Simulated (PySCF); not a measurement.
Input for PySCF: R-M06-2X/6-31G* on C2H7Cl (a complex).

```python
from pyscf import gto, scf, dft, mp
from pyscf.data.elements import chemcore

mol = gto.M(
    atom='''
    C     0.08600622    0.02345544   -0.02055014
    H     1.15752366   -0.17339939    0.00099563
    H    -0.19272529    0.62391864    0.84378367
    H    -0.16274502    0.56100141   -0.93448626
    H    -0.45702659   -0.92108159    0.00033043
    C     0.80765029   -0.84884394    3.45746321
    Cl   -0.09440026    0.64005211    3.89387009
    H     1.72305566   -0.55690838    2.95217775
    H     1.02999050   -1.39177102    4.37103409
    H     0.18402824   -1.44444949    2.79830961
    ''',
    basis='6-31g*',
    cart=True,
    charge=0, spin=0, verbose=3, max_memory=1800)
mf = dft.RKS(mol, xc='m062x')
mf.conv_tol = 1e-8
mf.max_cycle = 100
mf.kernel()
if not mf.converged:
    mf = mf.newton().run(mf.mo_coeff, mf.mo_occ)
```

It printed:

```
converged SCF energy = -540.529323881245
```

The calculation finished and met its thresholds.

Cost: very roughly 2.4 core-seconds.
